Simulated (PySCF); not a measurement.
C5H10FNSi.
Geometry (GFN2-xTB, Å), atoms numbered from 1 in this order:
```xyz
18
C5H10FNSi angstrom
N     -1.7336    2.1275   -0.6386
C     -1.5682    0.8861   -0.6001
C     -0.6562    0.0954    0.2975
C     -1.3848   -1.1247    0.8549
F     -0.5782   -1.7978    1.7422
C      0.5499   -0.3224   -0.5256
C      1.6700    0.7078   -0.7227
Si     2.1911   -0.7900    0.2961
H     -1.2115    2.6530    0.0630
H     -2.1069    0.3053   -1.3453
H     -0.3232    0.7178    1.1359
H     -2.2869   -0.8372    1.4055
H     -1.6395   -1.8338    0.0608
H      0.2557   -0.8421   -1.4328
H      2.0115    0.8420   -1.7395
H      1.5182    1.6623   -0.2367
H      2.9791   -1.8172   -0.3570
H      2.3046   -0.6257    1.7307
```

Method: TDDFT PBE0/def2-SVPD, vertical, gas phase, core orbitals frozen in the response (PySCF 2.14.0, density-fitted response routines).

Computed states:

```csv
state,E (eV),f
S1,4.90,0.032
S2,5.76,0.148
S3,6.14,0.036
S4,6.30,0.018
S5,6.54,0.020
S6,6.73,0.022
S7,6.78,0.030
S8,6.87,0.0099
```

Broadening: Gaussians 0.4 eV wide at half height, area fixed by f = 4.319×10⁻⁹ ∫ε dν̃. The width is an assumption, not a result. The curve ends short of the highest state used, and states not computed would add to its high-energy end.

(1) Give the broadened spectrum and its maxima.

(2) On this curve, what absorbance would a 10⁻⁴ mol/L sample give at 254 nm over a 1 cm path?

(3) Coming from long wavelengths, where does ε first pass 100 L mol⁻¹ cm⁻¹?

Answers

(1) 
λ (nm), ε (L mol⁻¹ cm⁻¹) and a bar:
```
    197.7       3596 ###########
    201.7       4119 ############
    205.6       5220 ################
    209.6       7789 #######################
    213.5      10006 ##############################
    217.5       9355 ############################
    221.4       6243 ###################
    225.4       2983 #########
    229.3       1110 ###
    233.3        400 #
    237.3        394 #
    241.2        776 ##
    245.2       1381 ####
    249.1       1925 ######
    253.1       2162 ######
    257.0       1981 ######
    261.0       1502 ####
    264.9        971 ###
    268.9        531 ##
    272.8        257 #
    276.8        107 
    280.7         41 
    284.7         14 
    288.6          4
```

Maxima: 253 nm (4.89 eV), ε about 2200, made up of S1 (100%); 215 nm (5.77 eV), ε about 10000, made up of S2 (98%) (ε in L mol⁻¹ cm⁻¹; maxima over ε = 5, shares over 10%).

(2) 254 nm is 4.881 eV, where ε is about 2200 L mol⁻¹ cm⁻¹, so A = ε c l ≈ 0.22 (Beer–Lambert, with the gas-phase spectrum and the assumed width).

(3) At about 277 nm (4.47 eV), 0.42 eV below S1.

One conformer stands for the species.
